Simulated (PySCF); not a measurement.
C5H7F3NP.
Bonds: C1–C2, C2–C3 (triple), C3–P4, P4–N5, N5–C6, P4–C7, C7–F8, C7–F9, C7–F10. Hydrogens: H11, H12, H13 on C1; H14 on N5; H15, H16, H17 on C6.

Method used: PBE0-D3(BJ)/def2-SVP geometry optimisation, gas phase (PySCF 2.14.0).

Give the optimised bond lengths and angles.

| bond | length (Å) |
| --- | --- |
| C1–C2 | 1.450 |
| C2≡C3 | 1.217 |
| C3–P4 | 1.764 |
| P4–N5 | 1.692 |
| N5–C6 | 1.446 |
| P4–C7 | 1.900 |
| C7–F8, C7–F9, C7–F10 | 1.338 |
| C1–H11, C1–H12, C1–H13 | 1.101 |
| N5–H14 | 1.016 |
| C6–H15, C6–H16, C6–H17 | 1.103 |

Bonds in one row agree within 0.01 Å and their mean is given. A selection of angles:
| angle | degrees |
| --- | --- |
| C2–C1–H11 | 111.2 |
| H11–C1–H12 | 108.1 |
| C1–C2–C3 | 179.4 |
| C2–C3–P4 | 174.2 |
| C3–P4–N5 | 101.9 |
| C3–P4–C7 | 96.3 |
| N5–P4–C7 | 100.4 |
| P4–N5–C6 | 120.5 |
| P4–N5–H14 | 117.0 |
| C6–N5–H14 | 115.2 |
| N5–C6–H15 | 109.3 |
| N5–C6–H17 | 113.8 |
| H15–C6–H16 | 107.4 |
| P4–C7–F8 | 108.6 |
| P4–C7–F9 | 113.1 |
| P4–C7–F10 | 112.3 |
| F8–C7–F9 | 106.8 |

Dihedral angles: C3–P4–N5–C6 -162° (antiperiplanar); C3–P4–C7–F8 -176° (antiperiplanar). The mirror-image conformer, all signs reversed, is as good.

N5 (nitrogen bonded to C, P and H) has angles 120.5°, 117.0° and 115.2°, sum 352.7°, 0.21 Å off the plane of its three neighbours. The 2 C–C bonds span 1.217 Å (C2≡C3, drawn triple) to 1.450 Å (C1–C2, drawn single), a spread of 0.233 Å. P4 (three-coordinate phosphorus) is pyramidal (angles 101.9°, 100.4° and 96.3°, sum 298.7°, 0.84 Å off the plane of its three neighbours). Of the pairs four or more bonds apart, F9···H14 is among the closest relative to their van der Waals radii: 2.63 Å, 99 % of the sum of Bondi's values. The C–P distances run from 1.764 Å (C3–P4, drawn single) to 1.900 Å (P4–C7, drawn single), a spread of 0.136 Å.

Point group: C1 (no symmetry element, even within 0.4 Å). No PBE0-D3(BJ)/def2-SVP frequencies stand behind this structure, so it isn't proved a minimum. The numbers are those of one conformer.
